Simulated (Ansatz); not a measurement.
Geometry optimisation, RKS B3LYP/def2-SVP (Ansatz 0.2.0).

Input:

```yaml
crystal:
  periodic: [false, false, false]
  atoms:
    - { symbol: B, position_ang: [-1.1461, -1.8804, 0.1398] }
    - { symbol: C, position_ang: [-0.7926, -0.3354, 0.3468] }
    - { symbol: C, position_ang: [0.2454, 0.2849, -0.2164] }
    - { symbol: "N", position_ang: [1.1917, -0.3635, -1.1677] }
    - { symbol: C, position_ang: [0.5927, 1.691, 0.0977] }
    - { symbol: "N", position_ang: [1.26696, 2.47102, -0.72932] }
    - { symbol: H, position_ang: [-0.4883, -2.6022, -0.4495] }
    - { symbol: H, position_ang: [-2.1309, -2.2301, 0.646] }
    - { symbol: H, position_ang: [-1.4545, 0.2337, 1.037] }
    - { symbol: H, position_ang: [1.9651, 0.114, -1.514] }
    - { symbol: H, position_ang: [0.8929, -1.3126, -1.5408] }
    - { symbol: H, position_ang: [0.24736, 2.15634, 1.00637] }
    - { symbol: H, position_ang: [1.63498, 2.14105, -1.65921] }
basis:
  gaussian: { orbitals: def2-SVP }
hamiltonian:
  xc: b3lyp
relax:
  f_tol: 0.015
  max_steps: 40
```

Launched with:

```bash
$ ansatz run input.yaml --threads 2 --pin off --max-ram 3072MiB --backend cpu --events-out ev --progress --plain --runs-dir out
```

Where does it end, and by what steps?

The run converged. After 11 steps the energy has fallen by 0.969 eV; H12 moved furthest, 0.18 Å.

| step | energy less start (eV) | largest force component (eV/Å) | accepted |
| --- | --- | --- | --- |
| 0 | 0.0000 | 4.949 | yes |
| 1 | -0.7631 | 1.963 | yes |
| 2 | -0.8446 | 1.271 | yes |
| 3 | -0.8506 | 1.066 | yes |
| 4 | -0.9554 | 0.242 | yes |
| 5 | -0.9603 | 0.085 | yes |
| 6 | -0.9652 | 0.123 | yes |
| 7 | -0.9672 | 0.198 | yes |
| 8 | -0.9680 | 0.094 | yes |
| 9 | -0.9683 | 0.061 | yes |
| 10 | -0.9685 | 0.017 | yes |
| 11 | -0.9686 | 0.006 | yes |

```xyz
13
Properties=species:S:1:pos:R:3
B -1.161 -1.810 0.165
C -0.756 -0.362 0.345
C 0.293 0.265 -0.302
N 1.069 -0.309 -1.258
C 0.584 1.699 0.004
N 1.276 2.519 -0.680
H -0.530 -2.554 -0.562
H -2.112 -2.277 0.745
H -1.308 0.288 1.032
H 1.999 0.055 -1.427
H 0.928 -1.295 -1.452
H 0.118 2.064 0.932
H 1.625 2.084 -1.546
```

Whether the end is a true minimum wasn't checked by a vibrational analysis.

Time of the run: 45 s on 2 threads of Arm Neoverse V1 (shared host), peak memory 0.28 GiB.
